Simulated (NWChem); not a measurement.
All runs are NWChem calculations. System: C₃H₅O, charge 0, spin multiplicity 2, displaced from the optimised geometry. The structure started from a generated list of species. Its SCF solution wasn't tested for a lower state.

Job file:

```
start mol
memory heap 200 mb stack 900 mb global 1100 mb
geometry units angstroms nocenter noautoz noautosym
  C     -1.785868    -0.093058    -0.212103
  C     -0.290193    -0.448910    -0.460037
  C      0.710343     0.494919     0.254126
  O      1.848536     0.268981     0.583315
  H     -2.457788    -0.783478    -0.788195
  H     -2.050797    -0.183128     0.875680
  H     -2.007993     0.960279    -0.531373
  H     -0.042872    -1.507456    -0.159577
  H     -0.034531    -0.355773    -1.554976
end
basis spherical
  * library def2-svp
end
dft
  xc becke88 lyp
  odft
  mult 2
  semidirect memsize 60000000 filesize 0
  iterations 100
  convergence nodiis damp 40
end
task dft gradient
```

The output up to the point where the run's verdict is printed (cleaned and shortened):

```
             Northwest Computational Chemistry Package (NWChem) 7.3.0
             --------------------------------------------------------

                                NWChem Input Module
                                -------------------

 Scaling coordinates for geometry "geometry" by  1.889725989
 (inverse scale =  0.529177249)

                             Geometry "geometry" -> ""
                             -------------------------

 Output coordinates in angstroms (scale by  1.889725989 to convert to a.u.)

  No.       Tag          Charge          X              Y              Z
 ---- ---------------- ---------- -------------- -------------- --------------
    1 C                    6.0000    -1.78586800    -0.09305800    -0.21210300
    2 C                    6.0000    -0.29019300    -0.44891000    -0.46003700
    3 C                    6.0000     0.71034300     0.49491900     0.25412600
    4 O                    8.0000     1.84853600     0.26898100     0.58331500
    5 H                    1.0000    -2.45778800    -0.78347800    -0.78819500
    6 H                    1.0000    -2.05079700    -0.18312800     0.87568000
    7 H                    1.0000    -2.00799300     0.96027900    -0.53137300
    8 H                    1.0000    -0.04287200    -1.50745600    -0.15957700
    9 H                    1.0000    -0.03453100    -0.35577300    -1.55497600

 Effective nuclear repulsion energy (a.u.)     105.5439544275

            Nuclear Dipole moment (a.u.)
            ----------------------------
        X                 Y               Z
 ---------------- ---------------- ----------------
    -0.0000018897    -0.0000037795    -0.0000094486


 Summary of "ao basis" -> "" (spherical)
 ------------------------------------------------------------------------------
       Tag                 Description            Shells   Functions and Types
 ---------------- ------------------------------  ------  ---------------------
 *                          def2-svp                  on all atoms

                                 NWChem DFT Module
                                 -----------------
[...]
 d= 0,ls=0.5         73   -122.3907179909  1.27D+01  1.62D-01              43.8
                                                     1.52D-01
 d= 0,ls=0.5         74   -135.0523468333 -1.27D+01  1.62D-01              44.5
                                                     1.52D-01
 d= 0,ls=0.5         75   -122.3907179909  1.27D+01  1.62D-01              45.1
                                                     1.52D-01
 d= 0,ls=0.5         76   -135.0523468333 -1.27D+01  1.62D-01              45.7
                                                     1.52D-01
 d= 0,ls=0.5         77   -122.3907179909  1.27D+01  1.62D-01              46.3
                                                     1.52D-01
 d= 0,ls=0.5         78   -135.0523468333 -1.27D+01  1.62D-01              47.0
                                                     1.52D-01
 d= 0,ls=0.5         79   -122.3907179909  1.27D+01  1.62D-01              47.6
                                                     1.52D-01
 d= 0,ls=0.5         80   -135.0523468333 -1.27D+01  1.62D-01              48.2
                                                     1.52D-01
 d= 0,ls=0.5         81   -122.3907179909  1.27D+01  1.62D-01              48.8
                                                     1.52D-01
 d= 0,ls=0.5         82   -135.0523468333 -1.27D+01  1.62D-01              49.4
                                                     1.52D-01
 d= 0,ls=0.5         83   -122.3907179909  1.27D+01  1.62D-01              50.0
                                                     1.52D-01
 d= 0,ls=0.5         84   -135.0523468333 -1.27D+01  1.62D-01              50.6
                                                     1.52D-01
 d= 0,ls=0.5         85   -122.3907179909  1.27D+01  1.62D-01              51.2
                                                     1.52D-01
 d= 0,ls=0.5         86   -135.0523468333 -1.27D+01  1.62D-01              51.9
                                                     1.52D-01
 d= 0,ls=0.5         87   -122.3907179909  1.27D+01  1.62D-01              52.5
                                                     1.52D-01
 d= 0,ls=0.5         88   -135.0523468333 -1.27D+01  1.62D-01              53.1
                                                     1.52D-01
 d= 0,ls=0.5         89   -122.3907179909  1.27D+01  1.62D-01              53.8
                                                     1.52D-01
 d= 0,ls=0.5         90   -135.0523468333 -1.27D+01  1.62D-01              54.3
                                                     1.52D-01
 d= 0,ls=0.5         91   -122.3907179909  1.27D+01  1.62D-01              55.0
                                                     1.52D-01
 d= 0,ls=0.5         92   -135.0523468333 -1.27D+01  1.62D-01              55.6
                                                     1.52D-01
 d= 0,ls=0.5         93   -122.3907179909  1.27D+01  1.62D-01              56.2
                                                     1.52D-01
 d= 0,ls=0.5         94   -135.0523468333 -1.27D+01  1.62D-01              56.8
                                                     1.52D-01
 d= 0,ls=0.5         95   -122.3907179909  1.27D+01  1.62D-01              57.4
                                                     1.52D-01
 d= 0,ls=0.5         96   -135.0523468333 -1.27D+01  1.62D-01              58.0
                                                     1.52D-01
 d= 0,ls=0.5         97   -122.3907179909  1.27D+01  1.62D-01              58.6
                                                     1.52D-01
 d= 0,ls=0.5         98   -135.0523468333 -1.27D+01  1.62D-01              59.3
                                                     1.52D-01
 d= 0,ls=0.5         99   -122.3907179909  1.27D+01  1.62D-01              59.9
                                                     1.52D-01
 d= 0,ls=0.5        100   -135.0523468333 -1.27D+01  1.62D-01              60.5
                                                     1.52D-01
```

The run did not converge; its last values are not results. The next line reads: Calculation failed to converge. NWChem stopped with the message: dft gradient failed.
